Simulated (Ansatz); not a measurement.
`C[SiH2]C[S][AlH2]` from Hartree–Fock to CCSD(T)

Z-matrix (Å, degrees):
```
C
Si 1 1.892
Al 1 2.475 2 156.6
S 1 1.850 2 108.3 3 51.4
H 1 1.109 2 104.8 3 -69.8
H 1 1.094 2 109.9 3 173.5
C 2 1.862 1 110.6 3 10.9
H 2 1.491 1 107.5 3 132.1
H 2 1.486 1 107.1 3 -111.1
H 3 1.583 1 108.6 2 -51.3
H 3 1.582 1 106.2 2 175.8
H 7 1.092 2 110.4 1 -58.4
H 7 1.093 2 110.9 1 61.7
H 7 1.092 2 110.5 1 -178.5
```

Total charge 0; spin multiplicity 1. All single points use the PBE0-D4/def2-TZVP geometry. It is one conformer, not always the lowest. Frozen core, restricted reference, the Gaussian-basis code of Ansatz. CBS rows extrapolate triple and quadruple zeta; past MP2 they add the triple-zeta difference.

```
     basis      HF (Eh)  MP2 corr.
def2-TZVPP  -1009.44156   -0.74371
def2-QZVPP  -1009.47279   -0.79728
```

Q: Estimate the CCSD correlation energy and the (T) correction in each basis where they were run (hartree).

A: 
```json
{"basis": "def2-TZVPP", "CCSD corr.": "-0.81279", "(T)": "-0.03356"}
{"basis": "CBS(def2)", "CCSD corr.": "-0.90603", "(T)": "as TZ"}
```
